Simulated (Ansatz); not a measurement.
Born–Oppenheimer molecular dynamics of CH6O2Si2 (11 atoms, charge 0, multiplicity 1). It starts from a relaxed structure.

All numbers below come from UKS PBE-D4/STO-3G (Ansatz 0.2.0).

* ensemble: NVE (Milne-controlled integrator)
* time step: 0.25 fs
* steps asked: 269
* starting velocities drawn for: 2000 K
* seed: 597650

First frame:

```xyz
11
Properties=species:S:1:pos:R:3
O -1.315 2.115 0.307
Si 0.096 1.145 0.168
C 0.128 -0.611 0.909
Si 0.441 -1.171 -0.869
O 0.309 0.484 -1.445
H -2.069 1.495 -0.033
H 1.157 2.057 0.596
H -0.823 -0.954 1.348
H 0.940 -0.806 1.628
H 1.761 -1.755 -1.118
H -0.561 -2.055 -1.470
```

Question: How far do the bonds stretch over the last three quarters of this one trajectory? (Pairs bonded in most of those frames.)

Answer: 
```tsv
bond	mean (Å)	spread (Å)	shortest	longest
O1–Si2	1.748	0.034	1.69	1.79
O1–H6	1.052	0.013	1.04	1.08
Si2–C3	1.942	0.034	1.88	1.99
Si2–Si4	2.623	0.075	2.51	2.71
Si2–O5	1.780	0.031	1.74	1.85
Si2–H7	1.476	0.044	1.41	1.54
C3–Si4	1.896	0.040	1.83	1.94
C3–H8	1.129	0.098	0.98	1.26
C3–H9	1.118	0.058	1.03	1.20
Si4–O5	1.772	0.061	1.68	1.86
Si4–H10	1.468	0.024	1.43	1.51
Si4–H11	1.472	0.023	1.43	1.51
```

Mean temperature of the second half: 709 K. The conserved energy stayed within 0.021 meV per atom of its start (net change -0.0065 meV per atom), so the integration is sound. A run of 0.067 ps of so small a system gives no equilibrium averages. Limits of this set-up: minimal basis.

Time of the run: 15 min on 1 thread of Arm Neoverse V2, with other jobs on the host, peak memory 0.12 GiB.
